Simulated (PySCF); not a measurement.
## Ligand-field analysis of Ti(OH)3

Ti(OH)3: Ti(III) (d1), charge 0. The structure is a PBE0-D3(BJ)/def2-TZVP geometry optimised for multiplicity 2; coordination trigonal planar, point group C3h, metal–donor distances 1.80 Å.

```
7

Ti    0.000    0.000    0.000
O     1.802    0.000    0.000
H     2.654    0.428    0.000
O    -0.901    1.560    0.000
H    -1.697    2.084    0.000
O    -0.901   -1.560    0.000
H    -0.957   -2.512    0.000
```

Method (PySCF 2.14, density fitting): CASSCF(1,5) with orbitals averaged over all microstates of the shell, strongly contracted NEVPT2 on the averaged canonical orbitals; basis x2c-TZVPall on the metal, x2c-SVPall elsewhere; spin-free X2C; gas phase; spin-orbit coupling by state interaction with the mean-field operator over all roots.

## Spin-free states

```json
{"2S+1": "2", "deg.": "1", "symmetry": "2A'", "free-ion term": "2D 1.00", "CASSCF / cm⁻¹": "0", "NEVPT2 / cm⁻¹": "0", "f(ED)": "–"}
{"2S+1": "2", "deg.": "2", "symmetry": "2E''", "free-ion term": "2D 1.00", "CASSCF / cm⁻¹": "6027", "NEVPT2 / cm⁻¹": "8906", "f(ED)": "0"}
{"2S+1": "2", "deg.": "2", "symmetry": "2E'", "free-ion term": "2D 1.00", "CASSCF / cm⁻¹": "19715", "NEVPT2 / cm⁻¹": "22396", "f(ED)": "1.6e-03"}
```

Energies are counted from the ground state at NEVPT2 level. Weights follow the labels. f(ED) is the electric-dipole oscillator strength from the ground state at the fixed geometry, without vibronic coupling; occupations, where given, run over the ligand-field orbitals from the lowest.

## Magnetism

The ground doublet has g = 1.933, 1.933, 2.002. μeff is 1.75 μB at 300 K and 1.70 μB at 10 K; the spin-only value is 1.73 μB.

```csv
T / K,χT / cm³ K mol⁻¹,μeff / μB
2,0.359,1.69
5,0.359,1.70
10,0.360,1.70
20,0.360,1.70
30,0.361,1.70
50,0.363,1.70
75,0.365,1.71
100,0.367,1.71
150,0.372,1.72
200,0.376,1.73
250,0.380,1.74
300,0.384,1.75
```

Powder magnetisation at 2 K: 0.16 μB at 0.5 T, 0.31 μB at 1 T, 0.56 μB at 2 T, 0.74 μB at 3 T, 0.91 μB at 5 T, 0.96 μB at 7 T.

## Ligand-field fit



| orbital | CASSCF / cm⁻¹ | NEVPT2 / cm⁻¹ | metal share | main function |
| --- | --- | --- | --- | --- |
| 1 | 0 | 0 | 0.89 | z2 1.00 |
| 2 | 6027 | 8906 | 0.93 | degenerate set |
| 3 | 6027 | 8906 | 0.93 | degenerate set |
| 4 | 19715 | 22396 | 0.85 | degenerate set |
| 5 | 19715 | 22396 | 0.85 | degenerate set |

ζ = 121 cm⁻¹, against 152 for the free ion.

NEVPT2 lifts 2E'' from 6027 to 8906 cm⁻¹; on the d shell alone such lifts tend to overshoot. NEVPT2 on the d shell alone tends to put d–d bands too high for such charged or covalently bound ions.

The job took 2.1 s on one thread of Intel Xeon 6975P-C (shared host), with 105 basis functions, launched as `OMP_NUM_THREADS=1 python lf_run.py task.json out`.
